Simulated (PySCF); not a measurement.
Relaxation of doublet Cu3

These are results of UB3LYP in PySCF with Cu def2-TZVP; no relativity; density-fitted integrals, not measurements. A (50,194) grid was used.

A start at or just off a symmetric point, pushed along the force that breaks its symmetry, of C2v symmetry, free to break it:

Coordinates in bohr (charge 0 multiplicity 2):
```
Cu    1.3513   -2.2185    0.0000
Cu   -2.7027    0.0000    0.0000
Cu    1.3513    2.2185    0.0000
```

Optimiser trace:
| step | E − E(last) (kJ/mol) | largest gradient (Eh/bohr) |
| --- | --- | --- |
| 0 | 1.15 | 0.00511 |
| 1 | 0.71 | 0.00417 |
| 2 | 0.04 | 0.00123 |
| 3 | 0.03 | 0.00089 |
| 4 | 0.00 | 0.00003 |

It ends at C2v with Cu–Cu 2.305 Å, Cu–Cu 2.496 Å (×2); Cu–Cu–Cu 55.0°, Cu–Cu–Cu 62.5° (×2) (after a last refinement on a finer grid). A frequency run shows 1 imaginary mode, down to 133i cm⁻¹, so it is a saddle point.

Other spin states or occupations of the open shell can lie lower.
